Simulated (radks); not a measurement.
Ionisation ladder of holmium, from Ho XXIII to Ho XLIV. Each ion is in the ground configuration listed by NIST, and IE = E(next ion) - E(this ion). Method: scalar-relativistic Kohn-Sham, LDA (Slater exchange, VWN5 correlation), spin-polarised, spherical densities, finite nucleus; open shells are filled with parallel spins first (spin-orbit coupling, left out, can overturn this in heavy ions); Fermi nuclear charge, rms radius 5.2022 fm; computed with a radial shooting solver on a logarithmic mesh with Libxc functionals.

| species | configuration | IE, Delta-SCF (eV) | <r> HOMO (bohr) |
|---|---|---|---|
| Ho XXIII | [Kr] 4d9 | 760.79 | 0.529 |
| Ho XXIV | [Kr] 4d8 | 802.16 | 0.524 |
| Ho XXV | [Kr] 4d7 | 844.01 | 0.519 |
| Ho XXVI | [Kr] 4d6 | 886.28 | 0.514 |
| Ho XXVII | [Kr] 4d5 | 939.56 | 0.508 |
| Ho XXVIII | [Kr] 4d4 | 983.77 | 0.503 |
| Ho XXIX | [Kr] 4d3 | 1028.5 | 0.498 |
| Ho XXX | [Kr] 4d2 | 1073.6 | 0.494 |
| Ho XXXI | [Kr] 4d1 | 1119.2 | 0.489 |
| Ho XXXII | [Kr] | ? | 0.483 |
| Ho XXXIII | [Ar] 3d10 4s2 4p5 | 1364.2 | 0.479 |
| Ho XXXIV | [Ar] 3d10 4s2 4p4 | 1409.8 | 0.476 |
| Ho XXXV | [Ar] 3d10 4s2 4p3 | 1467.3 | 0.473 |
| Ho XXXVI | [Ar] 3d10 4s2 4p2 | ? | 0.470 |
| Ho XXXVII | [Ar] 3d10 4s2 4p1 | 1561.5 | 0.467 |
| Ho XXXVIII | [Ar] 3d10 4s2 | 1729.4 | 0.454 |
| Ho XXXIX | [Ar] 3d10 4s1 | 1781.9 | 0.451 |
| Ho XL | [Ar] 3d10 | 3034.6 | 0.201 |
| Ho XLI | [Ar] 3d9 | ? | 0.200 |
| Ho XLII | [Ar] 3d8 | 3256.0 | 0.198 |
| Ho XLIII | [Ar] 3d7 | 3368.3 | 0.196 |
| Ho XLIV | [Ar] 3d6 | ? | 0.195 |

Estimate the withheld Delta-SCF values.

Answer. Ho XXXII: 1318.3 eV (NIST 1300); Ho XXXVI: 1514.6 eV (NIST 1545); Ho XLI: 3144.7 eV (NIST 3125); Ho XLIV: 3481.4 eV (NIST 3476).
